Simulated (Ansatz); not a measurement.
`[CH3][Al]([SH])[Br]` and `[CH3][In]([SH])[Br]` differ in one element.

Ansatz, PBE0-D4/def2-TZVP geometries, multiplicity 1. Each molecule was computed in one conformer, which needn't be the lowest.

Elements past krypton have def2 core potentials. Scalar relativity is left out up to krypton.

| property | `[CH3][Al]([SH])[Br]` |
| --- | --- |
| HOMO–LUMO gap (ωB97M-V/def2-TZVPP) / eV | 10.88 |
| LUMO energy (PBE0/def2-TZVPP) / eV | -0.83 |
| HOMO–LUMO gap (B3LYP/def2-TZVPP) / eV | 6.58 |
| HOMO–LUMO gap (PBE/def2-TZVPP) / eV | 5.06 |
| HOMO energy (B3LYP/def2-TZVPP) / eV | -7.59 |
| HOMO energy (PBE0/def2-TZVPP) / eV | -7.86 |

**Question.** Give the same properties after the change, and the shifts. (Best estimate.)

**Answer.** Ansatz gave: 
```
                               property  `[CH3][In]([SH])[Br]`  shift
HOMO–LUMO gap (ωB97M-V/def2-TZVPP) / eV                  10.02  -0.86
     LUMO energy (PBE0/def2-TZVPP) / eV                  -1.35  -0.52
  HOMO–LUMO gap (B3LYP/def2-TZVPP) / eV                   5.73  -0.85
    HOMO–LUMO gap (PBE/def2-TZVPP) / eV                   4.23  -0.83
    HOMO energy (B3LYP/def2-TZVPP) / eV                  -7.37   0.22
     HOMO energy (PBE0/def2-TZVPP) / eV                  -7.63   0.23
```

With PBE0 the HOMO rises by 0.23 eV and the LUMO falls by 0.52 eV, so the gap narrows by about 0.75 eV. PBE moves the HOMO by 0.23 eV and ωB97M-V by 0.22 eV.

B3LYP here is the variant with VWN-RPA as its local correlation; programs differ in this.

Spin–orbit coupling is left out; it splits and shifts lone-pair levels of the heavy atoms by tenths of an eV.
